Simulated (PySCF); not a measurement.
**Excitation energy of Be⁺ by level of theory**

Be⁺ [He] 2s1 (2S) → Be⁺ [He] 3d1 (2D), as a difference of total energies. All numbers are calculated (PySCF 2.14, the non-relativistic Hamiltonian (point nucleus), in dyall-av3z). The calculations carry no spin-orbit coupling.

```
   method  excitation energy (eV)  error (eV)
      UHF                  12.181      +0.024
      LDA                  11.862      -0.295
      PBE                  11.794      -0.363
     PBE0                  11.913      -0.244
   r2SCAN                  11.782      -0.375
CAM-B3LYP                  12.242      +0.085
  LC-wPBE                  12.351      +0.194
     MN15                  12.213      +0.056
```

Reference: 12.157 eV (measured; NIST levels, between the centres of gravity of the two terms).

The promoted electron is Rydberg-like, and one or two diffuse shells describe it only roughly, which tends to raise the upper state.
